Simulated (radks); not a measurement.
Spherical quantum dot in the effective-mass picture: electrons in a hard-walled sphere of radius 5.55, all in effective atomic units (hartree* = m*/eps^2 hartree, bohr* = eps/m* bohr), one dielectric constant everywhere. Calculated with a radial shooting solver with Libxc functionals: non-relativistic Kohn-Sham, LDA (Slater exchange, Perdew-Wang correlation), spin-polarised, spherical densities. Levels are named by radial order and angular momentum (1s, 1p, 1d, 2s, ...), and open shells are averaged over m.

N = 33, configuration 1s2 1p6 1d10 1f14 1g(up 1, down 0). This is the lowest configuration that the search found. Occupied and some empty levels:

| level | occupation | eigenvalue (hartree*) | <r> (bohr*) |
|---|---|---|---|
| 1s up | 1 | 7.3671 | 4.096 |
| 1s down | 1 | 7.3728 | 4.093 |
| 1p up | 3 | 7.4336 | 4.154 |
| 1p down | 3 | 7.4395 | 4.152 |
| 1d up | 5 | 7.5587 | 4.220 |
| 1d down | 5 | 7.5647 | 4.219 |
| 1f up | 7 | 7.7372 | 4.284 |
| 1f down | 7 | 7.7433 | 4.283 |
| 1g up | 1 | 7.9655 | 4.342 |
| 1g down | 0 | 7.9718 | 4.342 |
| 2s up | 0 | 8.1065 | 2.486 |
| 2s down | 0 | 8.1079 | 2.484 |
| 1h up | 0 | 8.2412 | 4.395 |
| 1h down | 0 | 8.2476 | 4.395 |
| 2p up | 0 | 8.3530 | 2.916 |
| 2p down | 0 | 8.3550 | 2.914 |
| 2d up | 0 | 8.6609 | 3.188 |
| 2d down | 0 | 8.6635 | 3.186 |
| 3s up | 0 | 8.8503 | 2.520 |
| 3s down | 0 | 8.8523 | 2.521 |

Energy (hartree*): total 134.569, kinetic 25.792, external 0, Hartree 120.24, exchange-correlation -11.465.
